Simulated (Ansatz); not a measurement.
CH8GeO2Si (`O[SiH2][CH2][GeH2][OH]`), relaxed with RKS PBE0-D4/def2-TZVP in Ansatz from a GFN2-xTB geometry. The force threshold is 0.005 eV/Å; the program also tests the step.

Total charge 0; spin multiplicity 1.

Start:

```xyz
13

O     0.859   -1.818   -0.245
Si    1.324   -0.580    0.704
C     0.498    1.034    0.130
Ge   -1.279    0.711   -0.673
O    -2.303   -0.205    0.393
H     1.047   -1.832   -1.179
H     0.820   -1.033    1.995
H     2.780   -0.409    0.673
H     0.382    1.708    0.977
H     1.120    1.552   -0.597
H    -2.109    1.948   -0.880
H    -1.181   -0.034   -1.995
H    -1.958   -1.042    0.697
```

```json
{"step": "1", "energy (eV)": "-69645.7988", "largest force (eV/Å)": "1.135", "largest move (Å)": "0.000"}
{"step": "2", "energy (eV)": "-69645.9086", "largest force (eV/Å)": "0.525", "largest move (Å)": "0.110"}
{"step": "3", "energy (eV)": "-69645.9296", "largest force (eV/Å)": "0.364", "largest move (Å)": "0.104"}
{"step": "4", "energy (eV)": "-69645.9404", "largest force (eV/Å)": "0.343", "largest move (Å)": "0.104"}
{"step": "5", "energy (eV)": "-69645.9517", "largest force (eV/Å)": "0.347", "largest move (Å)": "0.146"}
{"step": "6", "energy (eV)": "-69645.9601", "largest force (eV/Å)": "0.357", "largest move (Å)": "0.135"}
{"step": "7", "energy (eV)": "-69645.9664", "largest force (eV/Å)": "0.262", "largest move (Å)": "0.083"}
{"step": "8", "energy (eV)": "-69645.9704", "largest force (eV/Å)": "0.354", "largest move (Å)": "0.084"}
{"step": "9", "energy (eV)": "-69645.9728", "largest force (eV/Å)": "0.287", "largest move (Å)": "0.054"}
{"step": "10", "energy (eV)": "-69645.9746", "largest force (eV/Å)": "0.157", "largest move (Å)": "0.053"}
{"step": "11", "energy (eV)": "-69645.9760", "largest force (eV/Å)": "0.244", "largest move (Å)": "0.083"}
{"step": "13 (rejected)", "energy (eV)": "-69645.9717", "largest force (eV/Å)": "0.503", "largest move (Å)": "0.092"}
{"step": "15 (rejected)", "energy (eV)": "-69645.9786", "largest force (eV/Å)": "0.507", "largest move (Å)": "0.097"}
{"step": "17", "energy (eV)": "-69645.9816", "largest force (eV/Å)": "0.181", "largest move (Å)": "0.050"}
{"step": "19", "energy (eV)": "-69645.9887", "largest force (eV/Å)": "0.182", "largest move (Å)": "0.113"}
{"step": "21", "energy (eV)": "-69645.9970", "largest force (eV/Å)": "0.193", "largest move (Å)": "0.053"}
{"step": "23", "energy (eV)": "-69646.0023", "largest force (eV/Å)": "0.116", "largest move (Å)": "0.057"}
{"step": "25", "energy (eV)": "-69646.0045", "largest force (eV/Å)": "0.023", "largest move (Å)": "0.040"}
{"step": "27", "energy (eV)": "-69646.0048", "largest force (eV/Å)": "0.029", "largest move (Å)": "0.019"}
{"step": "29", "energy (eV)": "-69646.0049", "largest force (eV/Å)": "0.013", "largest move (Å)": "0.010"}
{"step": "31", "energy (eV)": "-69646.0050", "largest force (eV/Å)": "0.009", "largest move (Å)": "0.025"}
{"step": "33", "energy (eV)": "-69646.0051", "largest force (eV/Å)": "0.006", "largest move (Å)": "0.002"}
{"step": "34", "energy (eV)": "-69646.0051", "largest force (eV/Å)": "0.002", "largest move (Å)": "0.002"}
```

End:

```xyz
13

O     0.631   -1.723   -0.273
Si    1.221   -0.490    0.676
C     0.499    1.078   -0.001
Ge   -1.354    0.854   -0.618
O    -2.069   -0.591    0.141
H     1.063   -2.576   -0.212
H     0.820   -0.690    2.094
H     2.710   -0.502    0.614
H     0.523    1.845    0.778
H     1.098    1.436   -0.841
H    -2.256    2.009   -0.160
H    -1.369    0.708   -2.154
H    -1.516   -1.358   -0.043
```

Run time 57 s (2 threads of an AMD EPYC 7R13 on a shared host and a share of an NVIDIA H100 80 GB); peak host memory 0.92 GiB.
